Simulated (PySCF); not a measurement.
This PySCF input asks for the NMR shieldings of `InChI=1S/C3H9Si.Al.2ClH/c1-3(2)4;;;/h1-2,4H3;;2*1H/q;+2;;/p-2`; the geometry comes from GFN2-xTB.

```python
import basis_set_exchange as bse
import numpy as np
from pyscf import gto, dft
from pyscf.prop import nmr

atoms = """
C    -0.878048    0.544116    1.218438
C    -0.105418    0.055472   -0.014621
C    -1.095558   -0.345600   -1.121386
Si    0.967722   -1.465304    0.440877
Al    1.127028    1.532018   -0.650116
Cl    2.297063    1.265312   -2.296661
Cl    1.248558    3.314856    0.325871
H    -1.492248    1.413301    0.977477
H    -0.196186    0.830753    2.019138
H    -1.538679   -0.237314    1.597915
H    -1.702469   -1.197201   -0.808574
H    -1.772796    0.475868   -1.359312
H    -0.567911   -0.623849   -2.033800
H     1.689930   -1.945136   -0.739501
H     1.917844   -1.075829    1.491410
H     0.093569   -2.532521    0.941435
"""
names = dict.fromkeys(["C", "Si", "Al", "Cl", "H"], "pcSseg-1")
basis = {el: gto.basis.parse(bse.get_basis(n, elements=[el], fmt="nwchem")) for el, n in names.items()}
mol = gto.M(atom=atoms, basis=basis, charge=0, verbose=0)
mf = dft.RKS(mol, xc="PBE0")
mf.grids.level = 2
mf.grids.alignment = dft.numint.BLKSIZE   # the property module wants whole blocks of grid points
mf.conv_tol = 1e-9
mf.kernel()

calc = nmr.RKS(mf)   # GIAO
C = mf.mo_coeff
Co = C[:, mf.mo_occ > 0]
resp = mf.gen_response(singlet=True, hermi=2)
def vind(x):   # induced exchange potential for any number of trial vectors
    d = np.einsum("pi,xij,qj->xpq", C, 2 * x.reshape(-1, C.shape[1], Co.shape[1]), Co, optimize=True)
    return np.einsum("xpq,pi,qj->xij", resp(d - d.transpose(0, 2, 1)), C, Co, optimize=True).ravel()
mo1, _ = nmr.rhf.solve_mo1(calc, with_cphf=vind)
sigma = calc.kernel(mo1)
for i, s in enumerate(sigma):   # ppm
    print("%2d %-2s %9.2f" % (i, mol.atom_pure_symbol(i), np.trace(s) / 3))
```

**Question.** What are the results?

**Answer.** 
```
 0 C     161.20
 1 C     167.68
 2 C     162.78
 3 Si    407.61
 4 Al    371.44
 5 Cl    903.87
 6 Cl    913.50
 7 H      30.13
 8 H      30.12
 9 H      30.59
10 H      30.57
11 H      30.33
12 H      30.00
13 H      27.73
14 H      27.84
15 H      28.11
```

These numbers come from an equivalent density-fitted implementation of the same equations, which agrees with the script to about 0.01 ppm for H and up to a few tenths of a ppm for heavy atoms, so last digits may differ.

Size and cost of the density-fitted run: 192 basis functions, 96 s wall time (83 s CPU) on 1 thread of an Intel Xeon, shared host; peak memory 0.79 GiB.
